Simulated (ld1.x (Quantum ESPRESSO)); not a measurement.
## Before and after: RRKJ potential for Si (Z = 14)

| Property | Result |
| --- | --- |
| Element | Si |
| Generator | ld1.x (Quantum ESPRESSO) 7.5 |
| Type | norm-conserving RRKJ (Kleinman–Bylander form) |
| Functional | BP86 |
| Relativity | scalar-relativistic |
| Frozen core | [Ne] |
| Valence charge | 4 |
| Reference configuration | 3s2 3p0 (charge +2) |
| Partial waves | 3p (bound, empty): rc 2.00 bohr; 3d channel at -0.05 Ry: rc 1.75 bohr; 3s (bound): rc 1.85 bohr |
| Local potential | the s channel |
| Core correction | Bessel-smoothed model core inside 1.10 bohr |
| rho0 | 0.02 |

Change: wave 3s (bound): rc 1.85 bohr becomes 3s (bound): rc 2.82 bohr.

Cutoffs: the cutoffs (Ry, on a coarse ladder) from which the occupation-weighted sum of valence levels, in a spherical-Bessel basis at the reference potential, stays within 10 and 1 mRy of its value at 400 Ry; they do not see the model core or the augmentation charge, which bear on the density cutoff. Errors are all-electron minus pseudo energies relative to the spin-unpolarised reference configuration.

Task: Predict the effect on cutoff, ghosts and configuration errors.

Result: The potential gets softer (15 Ry and 40 Ry → 8 Ry and 18 Ry); of the 7 tests that both files solve, the error grows in 7 and shrinks in 0 by more than 15 % and 0.3 meV (median size 21.4 → 92.7 meV); neither file shows a bound ghost. A larger radius leaves more room for a smooth pseudo-wave, so fewer plane waves are needed. More of the atom is replaced by a form fitted at one configuration, so other configurations suffer.

```tsv
quantity	base	changed
cutoff, loose	15 Ry	8 Ry
cutoff, tight	40 Ry	18 Ry
bound ghosts	none	none
error for 3s2 3p2, meV [ΔE -23.94 eV]	+32	+134
error for 3s2 3p1, meV [ΔE -16.10 eV]	+14	+49
error for 3s1 3p0, meV [ΔE 34.12 eV]	+4.0	-81
error for 3s2 3p2.3, meV [ΔE -24.90 eV]	+36	+155
error for 3s1 3p2, meV [ΔE -8.66 eV]	+5.2	+21
error for 3s2 3p1.5, meV [ΔE -20.97 eV]	+24	+93
error for 3s1 3p3, meV [ΔE -17.12 eV]	+21	+103
```

Changed file: The cutoffs count occupied waves only; the empty 3p level needs 15 Ry at the loose tolerance.
